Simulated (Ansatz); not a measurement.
```yaml
crystal:
  periodic: [false, false, false]
  atoms:
    - {symbol: Ge, position_ang: [1.177825, 0.022191, 1.544828]}
    - {symbol: Ge, position_ang: [-1.012551, 0.468086, -0.212369]}
    - {symbol: Ge, position_ang: [1.192341, 1.415136, -0.331448]}
    - {symbol: Ge, position_ang: [-0.399490, -1.772756, 0.876329]}
    - {symbol: Ge, position_ang: [-1.643714, -0.102964, -2.542592]}
    - {symbol: H, position_ang: [-1.930560, 1.294733, 0.797102]}
    - {symbol: H, position_ang: [1.309466, 2.961817, -0.123303]}
    - {symbol: H, position_ang: [-0.262777, -0.878922, -2.632395]}
    - {symbol: H, position_ang: [0.560025, 0.713588, 2.689060]}
    - {symbol: H, position_ang: [0.176662, -2.651542, -0.230137]}
    - {symbol: H, position_ang: [-1.309429, -2.359194, 1.853595]}
    - {symbol: H, position_ang: [1.924460, 0.932734, -1.601692]}
basis:
  gaussian: {orbitals: aug-cc-pVDZ}
total_charge: 1
hamiltonian: {xc: {name: PBE0}}
scf: {lower_state_search: off}
```

```sh
$ ansatz run in.yaml --threads 4 --pin off --events-out ev --progress --plain --max-ram 8704MiB
```

Output, abridged:

```
Functional definition: PBE0
  name "PBE0"
  cite "Adamo & Barone, J. Chem. Phys. 110, 6158 (1999) doi:10.1063/1.478522"
  cite "Perdew, Burke & Ernzerhof, Phys. Rev. Lett. 77, 3865 (1996) doi:10.1103/PhysRevLett.77.3865"
  parent pbe
  parameter a = 0.25
  parameter kappa = 0.804
  parameter beta = 0.06672455060314922
  exchange = (1 - a)*pbe_x(kappa = kappa, mu = beta*pi^2/3) + a*exact_x
  correlation = pbe_c(beta = beta)
these checks for a lower state are left out or cut short: stability, starts, cluster_reference, orbital_swaps, neighbouring_geometries, increment
2631 factors; integrals over basis functions are off by at most 6.3e-4 eV
mean field evaluation 1: about -282654.6196 eV, gradient 3.0e1 eV
mean field evaluation 2: about -282648.0132 eV, gradient 5.0e1 eV
mean field evaluation 4: about -282658.1840 eV, gradient 6.5e0 eV
mean field evaluation 8: about -282658.3884 eV, gradient 1.1e-1 eV
mean field evaluation 16: about -282658.3885 eV, gradient 4.5e-5 eV
mean field -282658.38847398 eV, -10387.5041836817 hartree, gradient 3.2e-6 eV, S^2 0.000000; 0 other end points of the search recorded, 0 dependent functions left out
reference -282658.38853414 eV, -10387.5041858925 hartree; 83, 83 occupied and 160, 160 virtual orbitals, 2631 factors
Total energy: -282658.38853414 eV, -10387.5041858925 hartree
Checks for a lower state left out: stability, starts, cluster_reference, orbital_swaps, neighbouring_geometries, increment
```

Run time 12 s (4 threads of Intel Xeon Platinum 8259CL on a shared host), peak host memory 1.2 GiB.

The restricted singlet is unstable towards broken spin symmetry in Hartree–Fock (as tested in another run); at RKS PBE0/aug-cc-pVDZ this wasn't settled.
